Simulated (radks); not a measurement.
The numbers below are computed, except where a source is named.
Initial-state core-level shifts of neutral platinum when its valence configuration changes from [Xe] 4f14 5d9 6s1. Code: a radial shooting solver on a logarithmic mesh with Libxc functionals. Model: scalar-relativistic Kohn-Sham, LDA (Slater exchange, Perdew-Wang correlation), spin-polarised, spherical densities, point nucleus; open shells are filled with parallel spins first (spin-orbit coupling, left out, can overturn this in heavy ions). Shifts are changes of the shell-averaged eigenvalues in eV (positive: less bound).

| valence | 3d | 4s | 4d | 5s |
|---|---|---|---|---|
| 4f14 5d8 6s1 6p1 | -4.586 | -4.572 | -4.575 | -4.469 |
| 4f14 5d8.5 6s1.5 | -1.386 | -1.376 | -1.378 | -1.325 |
| 4f13 5d10 6s1 | -14.327 | -12.417 | -11.381 | -3.827 |
| 4f14 5d8 6s2 | -2.842 | -2.818 | -2.822 | -2.707 |
| 4f13 5d9 6s1 6p1 | -19.248 | -17.318 | -16.282 | -8.605 |
| 4f14 5d9.5 6s0.5 | +1.235 | +1.227 | +1.229 | +1.189 |
| 4f13 5d10 6p1 | -16.374 | -14.479 | -13.442 | -5.912 |
| 4f13 5d9 6s2 | -17.413 | -15.471 | -14.436 | -6.746 |
| 4f14 5d10 | +2.400 | +2.386 | +2.390 | +2.320 |
